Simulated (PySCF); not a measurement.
# Diatomic cations of F with the second period

PBE0 with double-zeta basis sets in PySCF, for the lowest determinant that a PBE0 search found; no spin–orbit coupling. De refers to high-spin ground-configuration atoms (the charge goes to the atom of lower measured ionisation energy or higher electron affinity, which is not always the lowest computed limit). A positive dipole points towards F; it is taken about the centre of mass and depends on that origin.

```
 M          basis  charged atom  state (unpaired electrons)  Re (Å)  ωe (cm⁻¹)  De (eV)  μ (D)
Li        cc-pVDZ           Li+               doublet (π ↑)   2.092        289     0.46  -6.84
Be        cc-pVDZ           Be+      singlet (closed shell)   1.364       1377     5.54  -7.92
 B    aug-pcseg-1            B+               doublet (σ ↑)   1.222       1667     5.32  -3.44
 C    aug-cc-pVDZ            C+      singlet (closed shell)   1.163       1765     7.73  -1.07
 O       def2-SVP            O+              triplet (π ↑↑)   1.207       1491     3.53  -0.78
 F  jorge-DZP-DKH            F+               doublet (π ↑)   1.286       1231     3.15    n/a
```

The shortest bond is that of CF⁺ (1.163 Å), the longest that of LiF⁺ (2.092 Å). CF⁺ is bound most strongly (7.73 eV) and LiF⁺ least (0.46 eV).

The rows differ in basis set, which adds steps of its own.

The state changes along the series, so neighbouring rows are not always alike in their bonding.

Weak bonds: LiF⁺. Basis-set superposition, not corrected here, can be much of De in a small basis, most of all at correlated wavefunction levels. For an ion De counts to the pair picked by the measured ionisation energies or electron affinities, which need not be the lowest pair at this level. States were picked by a PBE0 search and need not be the measured ground states.
